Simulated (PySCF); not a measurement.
A PySCF script (with the pyscf-properties extension) for the NMR shieldings of SMILES [SiH3]OBP[SiH3], BH₈OPSi₂, on a GFN2-xTB geometry:

```python
import basis_set_exchange as bse
import numpy as np
from pyscf import gto, dft
from pyscf.prop import nmr

atoms = """
Si    2.356267    0.862140    0.710270
O     1.477301    0.184166   -0.464786
B     0.512837   -0.555099   -0.957628
P    -0.718002   -1.510502    0.112631
Si   -2.533123   -0.308333   -0.334242
H     1.834694    0.552283    2.045932
H     2.240066    2.290249    0.424917
H     3.688658    0.299766    0.514986
H     0.411953   -0.659267   -2.129057
H    -0.429002   -0.926940    1.330784
H    -3.039048   -0.767729   -1.627320
H    -3.475590   -0.606935    0.743682
H    -2.331400    1.146686   -0.387896
"""
names = dict.fromkeys(["Si", "O", "B", "P", "H"], "pcSseg-1")
basis = {el: gto.basis.parse(bse.get_basis(n, elements=[el], fmt="nwchem")) for el, n in names.items()}
mol = gto.M(atom=atoms, basis=basis, charge=0, verbose=0)
mf = dft.RKS(mol, xc="PBE0")
mf.grids.level = 2
mf.grids.alignment = dft.numint.BLKSIZE   # the property module wants whole blocks of grid points
mf.conv_tol = 1e-9
mf.kernel()

calc = nmr.RKS(mf)   # GIAO
C = mf.mo_coeff
Co = C[:, mf.mo_occ > 0]
resp = mf.gen_response(singlet=True, hermi=2)
def vind(x):   # induced exchange potential for any number of trial vectors
    d = np.einsum("pi,xij,qj->xpq", C, 2 * x.reshape(-1, C.shape[1], Co.shape[1]), Co, optimize=True)
    return np.einsum("xpq,pi,qj->xij", resp(d - d.transpose(0, 2, 1)), C, Co, optimize=True).ravel()
mo1, _ = nmr.rhf.solve_mo1(calc, with_cphf=vind)
sigma = calc.kernel(mo1)
for i, s in enumerate(sigma):   # ppm
    print("%2d %-2s %9.2f" % (i, mol.atom_pure_symbol(i), np.trace(s) / 3))
```

**Question.** What are the results?

**Answer.** 
```
 0 Si    394.65
 1 O     151.99
 2 B      46.35
 3 P     581.06
 4 Si    438.00
 5 H      26.29
 6 H      26.49
 7 H      26.52
 8 H      25.50
 9 H      30.34
10 H      27.53
11 H      27.58
12 H      27.62
```

These numbers come from an equivalent density-fitted implementation of the same equations, which agrees with the script to about 0.01 ppm for H and up to a few tenths of a ppm for heavy atoms, so last digits may differ.

Size and cost of the density-fitted run: 146 basis functions, about 50 core-seconds.
